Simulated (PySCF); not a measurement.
# Electric field gradients and quadrupole coupling constants

Species: (BeS)2 ring, Be₂S₂.
Structure used (PBE0-D3(BJ)/def2-SVP), in Å, numbered top down from 1:
```
atom  x, y, z in Å
Be1   -0.1622    0.4617   -0.8687
S2     1.5001    0.7281    0.1073
Be3    0.1620   -0.4618    0.8686
S4    -1.5000   -0.7281   -0.1072
```

Field gradients from the PBE0/pcSseg-1 density (PySCF, non-relativistic), principal values in atomic units, ordered |Vxx| ≤ |Vyy| ≤ |Vzz|:

```tsv
atom	Vxx	Vyy	Vzz
S2	-0.0173	-0.7091	0.7263
S4	-0.0181	-0.7082	0.7262
```

Q: Find the asymmetry η = (Vxx − Vyy)/Vzz and the couplings χ = eQV/h (234.96 MHz × Q in barn × V in au), with Q(33S) = −0.0678 b.

A: 
| atom | environment | nucleus | η | χzz (MHz) | χxx (MHz) | χyy (MHz) |
| --- | --- | --- | --- | --- | --- | --- |
| S2 | sulfur bonded to 2 Be | 33S | 0.95 | -11.57 | 0.28 | 11.30 |
| S4 | sulfur bonded to 2 Be | 33S | 0.95 | -11.57 | 0.29 | 11.28 |

At S2 and S4 η is above 0.9: Vyy and Vzz are nearly equal in size and opposite in sign, so a small change could swap them and flip the sign of χzz. 

Q: What is Vzz at S4 in SI units (1 au = 9.71736 × 10²¹ V/m²)?

A: 0.7262 au = 7.057 × 10²¹ V/m².

Q: And the gradient at the other heavy atoms, for which no coupling is worked out here?

A: 
```csv
atom,environment,Vzz (au),η
Be1,beryllium bonded to 2 S,-0.161,0.24
Be3,beryllium bonded to 2 S,-0.161,0.24
```

Geometry: PBE0-D3(BJ)/def2-SVP; no solvent, vibrations or thermal averaging. The small basis limits the accuracy of the gradients.
